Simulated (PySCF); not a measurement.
CH₈ClNSi₂, SMILES [SiH3][Si@@](C)(N)Cl. Geometry: PBE-D3(BJ)/def2-SVP. The structure was generated by enumeration; whether it is a known compound was not checked. One conformer was computed; it need not be the lowest.

Calculation: PySCF with PBE-D3(BJ)/def2-SVP.

Harmonic wavenumbers (cm⁻¹): 93, 109, 130, 151, 189, 211, 221, 299, 401, 459, 484, 489, 518, 688, 728, 769, 824, 846, 877, 901, 905, 1214, 1376, 1380, 1497, 2145, 2158, 2168, 2977, 3077, 3092, 3468, 3564. Rotational constants (GHz): 2.340, 1.718, 1.414; symmetry number 1.

**Question.** Work out the zero-point energy and the ideal-gas rigid-rotor harmonic-oscillator thermochemistry at 298.15 K and 1 atm.

**Answer.** ZPE = ½ Σ hcν = ½ × 38406 cm⁻¹ = 54.90 kcal/mol. H − E(el) = 61.51 kcal/mol. Entropy in cal/(mol K): translation 40.40, rotation 28.43, vibration 25.59, total 94.42. G − E(el) = 33.36 kcal/mol. Cp = 34.98 cal/(mol K). Modes under 150 cm⁻¹ make the vibrational entropy uncertain.
